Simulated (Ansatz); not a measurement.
Frontier orbitals of C2H7ISi, SMILES `[SiH3]CCI`.

Charge 0, multiplicity 1. Correlated methods include outer-core shells of I, which these sets cover unevenly. I takes the def2 core potential. Geometry: relaxed with PBE0-D4/def2-TZVP. It is one conformer, not always the lowest. Basis def2-TZVPP, Ansatz 0.2.0.

```json
{"functional": "LDA (SPW92)", "HOMO (eV)": "-6.27", "LUMO (eV)": "-2.06", "gap (eV)": "4.21"}
{"functional": "PBE", "HOMO (eV)": "-6.12", "LUMO (eV)": "-1.85", "gap (eV)": "4.27"}
{"functional": "revPBE", "HOMO (eV)": "-6.07", "LUMO (eV)": "-1.77", "gap (eV)": "4.30"}
{"functional": "B97M-V", "HOMO (eV)": "-6.44", "LUMO (eV)": "-1.66", "gap (eV)": "4.78"}
{"functional": "PBE0", "HOMO (eV)": "-7.26", "LUMO (eV)": "-0.96", "gap (eV)": "6.30"}
{"functional": "BHLYP", "HOMO (eV)": "-8.21", "LUMO (eV)": "-0.01", "gap (eV)": "8.20"}
{"functional": "ωB97M-V", "HOMO (eV)": "-9.42", "LUMO (eV)": "0.94", "gap (eV)": "10.36"}
{"functional": "HF", "HOMO (eV)": "-9.74", "LUMO (eV)": "2.38", "gap (eV)": "12.12"}
```

A quarter of exact exchange (PBE0) shifts PBE's HOMO by −1.14 eV and its LUMO by +0.89 eV; full exchange at long range (ωB97M-V) shifts them by −3.30 and +2.79 eV. The gap opens from 4.27 to 10.36 eV, since occupied levels lose self-interaction and empty ones feel all the electrons. A positive LUMO is unbound and depends on the basis.
